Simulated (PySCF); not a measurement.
boron oxyfluoride (BFO), SMILES B(F)=O.

The structure is a stationary point at PBE-D3(BJ)/def2-TZVP.

Computed with PySCF with CAM-B3LYP/def2-TZVPD.

Problem. Estimate the frontier levels, gap, dipole moment and polarisability. (Estimate from the structure and the level; the computed values follow.)

Solution. 
```
Item                                                                                                           Result
---------------------------------------------------------------------------------------------  ----------------------
highest occupied level                                                                                      -11.82 eV
lowest empty level                                                                                           -0.28 eV
orbital gap                                                                                                  11.54 eV
dipole moment                                                                                                  2.20 D
quadrupole, principal values (traceless, Buckingham form, about the centre of nuclear charge)   -5.83, 2.91, 2.91 D·Å
mean static polarisability                                                                       17.0 bohr³ (2.52 Å³)
polarisability, principal values                                                               14.5, 14.5, 22.1 bohr³
```
